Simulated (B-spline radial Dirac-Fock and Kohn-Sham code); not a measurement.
**Photoemission from Sc²⁺ at 12000 eV, detector at θ = 45°, φ = 0°**

System: Sc²⁺ in the configuration [Ar] 3d1. The computed values come from a radial finite-basis atomic code: Dirac-Hartree-Slater photoionisation with a Latter tail; cross sections with all multipoles, angular parameters from the dipole term and its interference with E2. Thresholds are orbital energies of the model. For linearly polarised light dσ/dΩ = σ/(4π) [1 + β P₂(cos θ) + (δ + γ cos²θ) sin θ cos φ], with θ from the polarisation vector and φ the angle between the beam and the projection of the electron momentum on the plane normal to the polarisation. The dipole factor is 1 + βP₂ and the non-dipole term is the rest of the bracket. Open shells are filled statistically over j.

Input of the calculation (task.json; shells as n, l, electrons):

```json
{"items": [{
  "Z": 21,
  "q": 2,
  "cfg": [[1, 0, 2], [2, 0, 2], [2, 1, 6], [3, 0, 2], [3, 1, 6], [3, 2, 1]],
  "A": 45,
  "rrms": 3.5459,
  "do": "xps",
  "hv": [54.0, 60, 62.6, 72.8, 78.8, 82.6, 105.0, 108.0, 109.0, 116.0, 127.0, 150, 160.0, 233.0, 323.0, 400, 501.0, 510.0, 960.0, 1000, 1253.6, 1370.0, 1486.9, 2470.0, 3850.0, 4040.0, 6000, 11600.0, 12000]
}]}
```

Command: `python xray2_run.py task.json out`

| subshell | threshold (eV) | σ (kb) | β | γ | δ | dipole factor | non-dipole term | dσ/dΩ (kb/sr) |
| --- | --- | --- | --- | --- | --- | --- | --- | --- |
| 1s | 4482.1 | 3.99 | 2.00 | 1.83 | 0.000 | 1.500 | +0.646 | 0.681 |
| 2s | 510.3 | 0.292 | 2.00 | 2.06 | 0.000 | 1.500 | +0.730 | 0.0519 |
| 2p1/2 | 429.7 | 0.0301 | 0.49 | 1.35 | 0.299 | 1.121 | +0.689 | 0.00433 |
| 2p3/2 | 424.8 | 0.0561 | 0.45 | 1.31 | 0.303 | 1.113 | +0.678 | 0.00799 |
| 3s | 76.86 | 0.0392 | 2.00 | 2.09 | 0.000 | 1.500 | +0.739 | 0.00698 |
| 3p1/2 | 55.56 | 0.00364 | 0.46 | 1.33 | 0.300 | 1.116 | +0.683 | 0.000521 |
| 3p3/2 | 55.00 | 0.00679 | 0.43 | 1.29 | 0.304 | 1.108 | +0.671 | 0.000961 |
| 3d3/2 | 23.01 | 3.14e-06 | 0.19 | 0.79 | 0.665 | 1.048 | +0.748 | 4.48e-07 |
| 3d5/2 | 22.96 | 4.52e-06 | 0.21 | 0.80 | 0.665 | 1.053 | +0.755 | 6.49e-07 |
